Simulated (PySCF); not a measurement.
Spectrum to structure. Method used: TDDFT B3LYP/def2-SVPD, vertical, gas phase, core orbitals frozen in the response (PySCF 2.14.0, density-fitted response routines). Geometries: GFN2-xTB, one conformer each.

```json
{"state": "S1", "E (eV)": "7.59", "λ (nm)": "163.4", "f": "0.017"}
{"state": "S2", "E (eV)": "7.97", "λ (nm)": "155.5", "f": "0.028"}
{"state": "S3", "E (eV)": "8.00", "λ (nm)": "155.1", "f": "0.0016"}
{"state": "S4", "E (eV)": "8.09", "λ (nm)": "153.2", "f": "0.0032"}
{"state": "S5", "E (eV)": "8.20", "λ (nm)": "151.3", "f": "0.0004"}
{"state": "S6", "E (eV)": "8.21", "λ (nm)": "151.0", "f": "0.0070"}
{"state": "S7", "E (eV)": "8.40", "λ (nm)": "147.7", "f": "0.0002"}
{"state": "S8", "E (eV)": "8.49", "λ (nm)": "146.1", "f": "0.014"}
```

Triplets computed (Tamm–Dancoff): 7.49, 7.84, 7.86 eV.

Question: Which structure fits? All have the formula C7H12.
A. `C#C[C@@H](C)C(C)C`
B. `C1CCC2(C1)CC2`
C. `C[C@@H]1C[C@@H]2C[C@@H]2C1`
D. `C[C@H]1[C@@H]2CC[C@H]1C2`

Answer: D. Its S1, at 7.59 eV, is the highest among the candidates; the nearest of the others has S1 at 7.01 eV. S1 is HOMO→LUMO (98%). Löwdin shares by element: HOMO carbon 64% or more (atoms not listed hold the other 36%); LUMO carbon 34% or more (atoms not listed hold the other 66%). At the same level the other candidates give, for their lowest levels:
- `C[C@@H]1C[C@@H]2C[C@@H]2C1`: 6.99 eV (f 0.002); 7.39 eV (f 0.002); 7.51 eV (f 0.032); 7.62 eV (f 0.037); 7.80 eV (f 0.000); T1 6.88 eV; HOMO -7.35, LUMO 0.55 eV
- `C#C[C@@H](C)C(C)C`: 6.63 eV (f 0.002); 6.78 eV (f 0.006); 6.82 eV (f 0.005); 7.20 eV (f 0.031); 7.27 eV (f 0.023); T1 5.54 eV; HOMO -7.46, LUMO 0.36 eV
- `C1CCC2(C1)CC2`: 7.01 eV (f 0.020); 7.42 eV (f 0.012); 7.45 eV (f 0.000); 7.58 eV (f 0.000); 7.69 eV (f 0.002); T1 6.93 eV; HOMO -7.30, LUMO 0.56 eV
